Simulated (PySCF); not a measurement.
Ga(F)(Et)(OH) (C2H6FGaO), SMILES [CH2](C)[Ga]([OH])[F]. The structure is a stationary point at PBE-D3(BJ)/def2-SVP. The structure was generated by enumeration; whether it is a known compound was not checked. Other conformers were not sampled.

Question: Give the equilibrium geometry at PBE-D3(BJ)/def2-SVP (PySCF confirms it by a frequency run) as Cartesian coordinates in Å, and its point group. (An estimate is asked for; the answer gives what the named calculation found.)

Answer: This is not unique; one that fits is point group Cs.
```xyz
11

Ga     0.0281     0.3866     0.0000
F      1.0545     1.8307     0.0000
C      0.8298    -1.4157     0.0000
C     -0.1748    -2.5721     0.0000
H      1.4988    -1.4505    -0.8859
H      1.4988    -1.4505     0.8859
H     -0.8331    -2.5527     0.8930
H     -0.8331    -2.5527    -0.8930
H      0.3400    -3.5559     0.0000
O     -1.7081     0.8671     0.0000
H     -2.2978     0.0907     0.0000
```
Charge 0, spin multiplicity 1.
